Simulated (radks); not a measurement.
Problem. Species: Tm7+. Configuration: [Kr] 4d10 4f11 5s2 5p3. Calculated with a radial shooting solver on a logarithmic mesh with Libxc functionals: scalar-relativistic Kohn-Sham, PBE, spin-polarised, spherical densities, finite nucleus; open shells are filled with parallel spins first (spin-orbit coupling, left out, can overturn this in heavy ions); Fermi nuclear charge, rms radius 5.2256 fm. Some entries of the table are withheld. Estimate them.

| orbital | occ. | eigenvalue (hartree) | <r^2> (bohr^2) |
|---|---|---|---|
| 1s up | 1 | -2182.477 | 0.0005486 |
| 1s down | 1 | -2182.466 | 0.0005486 |
| 2s up | 1 | -371.6653 | 0.008516 |
| 2s down | 1 | -371.6584 | 0.008516 |
| 2p up | 3 | -328.6867 | 0.006945 |
| 2p down | 3 | -328.6765 | 0.006945 |
| 3s up | 1 | -86.76073 | 0.05582 |
| 3s down | 1 | -86.70002 | 0.05578 |
| 3p up | 3 | -73.74145 | 0.05627 |
| 3p down | 3 | -73.67954 | 0.05622 |
| 3d up | 5 | -57.64912 | 0.04689 |
| 3d down | 5 | -57.60009 | 0.04683 |
| 4s up | 1 | -20.42483 | 0.2788 |
| 4s down | 1 | -20.30028 | 0.2787 |
| 4p up | 3 | -16.13529 | 0.3157 |
| 4p down | 3 | -16.01177 | 0.3155 |
| 4d up | 5 | -10.43232 | 0.3731 |
| 4d down | 5 | -10.30570 | 0.3718 |
| 5s up | 1 | -5.67749 | 1.448 |
| 5s down | 1 | -5.48750 | 1.456 |
| 5p up | 3 | (1) | 1.817 |
| 5p down | 0 | (2) | 1.849 |
| 4f up | 7 | -4.14127 | 0.5839 |
| 4f down | 4 | -3.99778 | 0.5769 |

Solution. 
(1) 5p up eigenvalue (hartree): -4.53016
(2) 5p down eigenvalue (hartree): -4.34545
